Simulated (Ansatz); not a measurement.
Basis sets compared for Be10 (the lowest singlet isomer of a short search). Charge 0, multiplicity 1. Geometry PBE0/def2-SVP. Ansatz on 4 threads of Arm Neoverse N1 on a shared host; times are rough, and most runs start from earlier orbitals.

```xyz
10

Be   -1.093    1.028    0.968
Be    1.977   -0.539    0.872
Be   -1.381   -1.087    0.319
Be    0.543   -1.696   -0.133
Be   -0.112    1.491   -0.976
Be    0.050   -0.531    1.705
Be    0.950    1.291    0.788
Be   -0.397   -0.619   -1.628
Be   -1.979    0.535   -0.870
Be    1.442    0.127   -1.046
```

B3LYP takes the VWN-RPA correlation. The restricted singlet is unstable towards broken spin symmetry in Hartree–Fock (as tested in another run); at PBE/def2-SVP, PBE/def2-TZVP, PBE/def2-TZVPD, r2SCAN/def2-TZVP and others this wasn't settled. The structure comes from a short search, and lower isomers may exist.

Binding counts from free atoms (Be singlet) in the same basis, without a counterpoise term.

| level | functions | energy (Eh) | HOMO (eV) | LUMO (eV) | binding per atom (eV) | wall time |
| --- | --- | --- | --- | --- | --- | --- |
| PBE/def2-SVP | 90 | -146.9125 | -4.83 | -3.71 | 2.16 | 1.8 s |
| PBE/def2-TZVP | 190 | -147.0686 | -4.85 | -3.60 | 2.14 | 3.9 s |
| r2SCAN/def2-TZVP | 190 | -147.2726 | -4.94 | -3.54 | 2.16 | 8.5 s |
| B3LYP/6-31G | 90 | -147.3199 | -4.90 | -2.94 | 1.74 | 2.8 s |
| B3LYP/def2-TZVP | 190 | -147.3619 | -5.11 | -3.06 | 1.75 | 5.5 s |
| PBE0/def2-SVP | 90 | -146.9463 | -5.32 | -3.16 | 2.07 | 3.1 s |
| PBE0/def2-TZVP (with forces) | 190 | -147.1054 | -5.36 | -3.02 | 2.04 | 7 s |

Question: Estimate the rows for PBE/def2-TZVPD, r2SCAN/def2-TZVPD, PBE0/def2-TZVPD.

Answer: 
```csv
level,functions,energy (Eh),HOMO (eV),LUMO (eV),binding per atom (eV),wall time
PBE/def2-TZVPD,220,-147.0694,-4.85,-3.60,2.14,4.9 s
r2SCAN/def2-TZVPD,220,-147.2733,-4.94,-3.54,2.16,11 s
PBE0/def2-TZVPD,220,-147.1061,-5.37,-3.03,2.04,6 s
```
